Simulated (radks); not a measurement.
Coulomb parameter of the 4f shell of the erbium ion Er2+ in the model configuration [Xe] 4f10.5 5d1.5, as a second difference U = [E(n + 0.25) + E(n - 0.25) - 2 E(n)] / (0.25)^2 with all orbitals relaxed. "Bare": the charge of the atom changes with n. "Screened": the 5d shell takes up the change at fixed total charge, which measures U(4f,4f) + U(5d,5d) - 2 U(4f,5d). All-electron calculation, scalar-relativistic Kohn-Sham, r2SCAN, spin-unpolarised, spherical densities, finite nucleus; meta-GGA in the generalised Kohn-Sham scheme; Fermi nuclear charge, rms radius 5.2516 fm. Program: a radial shooting solver on a logarithmic mesh with Libxc functionals.

case                  configuration  E - E(n) (eV)
start             [Xe] 4f10.5 5d1.5          0.000
bare +0.25       [Xe] 4f10.75 5d1.5         -6.251
bare -0.25       [Xe] 4f10.25 5d1.5          7.388
screened +0.25  [Xe] 4f10.75 5d1.25         -2.735
screened -0.25  [Xe] 4f10.25 5d1.75          3.082

U(bare) = 18.192 eV, U(screened by 5d) = 5.555 eV, against the Slater integral F0(4f,4f) = 33.713 eV with frozen orbitals.
